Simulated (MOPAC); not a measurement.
Input for MOPAC: PM6 on IrC, 2S+1 = 2, a spin state set in the input, which need not be the lowest, a point of a bond scan (R = 1.674 Å).

```
PM6 1SCF PRECISE CHARGE=0 UHF MS=0.5 THREADS=1
CIr

Ir     0.00000000 1     0.00000000 1     0.00000000 1
C      0.00000000 1     0.00000000 1     1.67437100 1
```

The log:

```
*******************************************************************************
 **                                                                           **
 **                              MOPAC v23.2.5                                **
 **                                                                           **
 *******************************************************************************
 ** MOPAC's Digital Object Identifier: https://doi.org/10.5281/zenodo.6511958 **
 **                                                                           **
 ** Please cite the open-source release paper for use of this MOPAC version:  **
 ** J. E. Moussa and J. J. P. Stewart (2026)                                  **
 ** MOPAC: An open-source semiempirical molecular orbital program             **
 ** J. Open Source Softw., 11(119), 8025, https://doi.org/10.21105/joss.08025 **
 *******************************************************************************

                              PM6 CALCULATION RESULTS

 *******************************************************************************
 *  PM6        - The PM6 Hamiltonian to be used
 *  UHF        - UNRESTRICTED HARTREE-FOCK CALCULATION
 *
 *
 *
 *                 CHARGE ON SYSTEM = 0
 *
 *
 *
 *  MS=        - IN MECI, MAGNETIC COMPONENT OF SPIN =  0.5
 *  PRECISE    - TIGHTER CRITERIA TO BE USED
 *  1SCF       - DO 1 SCF AND THEN STOP
 *  THREADS=1  - MULTI-THREADING NOT USED
 *  T=         - A TIME OF 172800.0 SECONDS REQUESTED
 *  DUMP=N     - RESTART FILE WRITTEN EVERY 7200.0 SECONDS REQUESTED
 *******************************************************************************
PM6 1SCF PRECISE CHARGE=0 UHF MS=0.5 THREADS=1
 CIr

   ATOM   CHEMICAL          X               Y               Z
  NUMBER   SYMBOL      (ANGSTROMS)     (ANGSTROMS)     (ANGSTROMS)

     1      Ir          0.00000000  *   0.00000000  *   0.00000000  *
     2       C          0.00000000  *   0.00000000  *   1.67437100  *



          CARTESIAN COORDINATES

    NO.       ATOM           X           Y           Z

     1        Ir          0.0000      0.0000      0.0000
     2         C          0.0000      0.0000      1.6744

 General Reference for PM6:
 "Optimization of Parameters for Semiempirical Methods V: Modification of NDDO Approximations
 and Application to 70 Elements", J. J. P. Stewart, J. Mol. Mod., 13, 1173-1213 (2007)
 URL: https://link.springer.com/article/10.1007/s00894-007-0233-4

           Empirical Formula: C Ir  =     2 atoms



      MOLECULAR POINT GROUP   :   C*v


          UHF CALCULATION, NO. OF ALPHA ELECTRONS =    7
                           NO. OF BETA  ELECTRONS =    6

 -------------------------------------------------------------------------------
 PM6 1SCF PRECISE CHARGE=0 UHF MS=0.5 THREADS=1
 CIr



     1SCF WAS SPECIFIED, SO BFGS WAS NOT USED
     SCF FIELD WAS ACHIEVED


                              PM6 CALCULATION
                                                       MOPAC v23.2.5 Linux




          FINAL HEAT OF FORMATION =        210.46860 KCAL/MOL =     880.60062 KJ/MOL


          COSMO AREA              =         92.84 SQUARE ANGSTROMS
          COSMO VOLUME            =         81.81 CUBIC ANGSTROMS

          IONIZATION POTENTIAL    =          8.850200 EV
          ALPHA SOMO LUMO (EV)    =         -8.850 -5.447
          BETA  SOMO LUMO (EV)    =         -9.379 -3.711
          NO. OF ALPHA ELECTRONS  =          7
          NO. OF BETA  ELECTRONS  =          6
          MOLECULAR WEIGHT        =        204.2310         POINT GROUP:  C*v

          MOLECULAR DIMENSIONS (Angstroms)

            Atom       Atom       Distance
            C     2   Ir     1     1.67437
            C     2   Ir     1     0.00000
           Ir     1    C     2     0.00000


          SCF CALCULATIONS        =          1





   ATOM   CHEMICAL          X               Y               Z
  NUMBER   SYMBOL      (ANGSTROMS)     (ANGSTROMS)     (ANGSTROMS)

     1      Ir          0.00000000  *   0.00000000  *   0.00000000  *
     2       C          0.00000000  *   0.00000000  *   1.67437100  *

                             CARTESIAN COORDINATES

   1   Ir        0.000000000     0.000000000     0.000000000
   2    C        0.000000000     0.000000000     1.674371000


           Empirical Formula: C Ir  =     2 atoms



      MOLECULAR POINT GROUP   :   C*v


          ALPHA EIGENVALUES
 -22.03361 -13.34807 -12.32526 -12.32526  -9.41691  -8.85020  -8.85020  -5.44747
  -4.62177  -4.62177  -2.80819  -0.93911  -0.93911


           BETA EIGENVALUES
 -20.71957 -10.69944 -10.69944  -9.78746  -9.37922  -9.37922  -3.71059  -2.27772
  -2.27772  -2.24107  -0.37625  -0.37625   0.68515


              NET ATOMIC CHARGES AND DIPOLE CONTRIBUTIONS

  ATOM NO.   TYPE          CHARGE      No. of ELECS.   s-Pop       p-Pop       d-Pop
    1         Ir           0.093615        8.9064     0.72163     0.62721     7.55755
    2          C          -0.093615        4.0936     1.49937     2.59425
 DIPOLE           X         Y         Z       TOTAL
 POINT-CHG.     0.000     0.000    -0.753     0.753
 HYBRID         0.000     0.000     0.901     0.901
 SUM            0.000     0.000     0.148     0.148


          ATOMIC ORBITAL ELECTRON POPULATIONS

     Atom    s        px        py        pz      x^2-y^2     xz        z^2       yz        xy
    1 Ir   0.72163   0.00219   0.00219   0.62284   2.00000   1.17871   1.20012   1.17871   2.00000
    2  C   1.49937   0.81910   0.81910   0.95604


                    (SZ)    =    0.500000
                    (S**2)  =    1.641212


          ATOMIC ORBITAL SPIN POPULATIONS

    Atom   Total    s     px     py     pz   x^2-y^2  xz     z^2    yz     xy
         Atomic
    1 Ir -0.7769 -0.397  0.001  0.001  0.608  0.000 -0.448 -0.096 -0.448  0.000
    2  C  1.7769  0.116  0.446  0.446  0.768

 **********************
 *                    *
 * JOB ENDED NORMALLY *
 *                    *
 **********************




 == MOPAC DONE ==
```

The run finished. Its determinant has ⟨S²⟩ = 1.64, a mixture of spin states.

Cost: roughly 0.03 core-seconds.
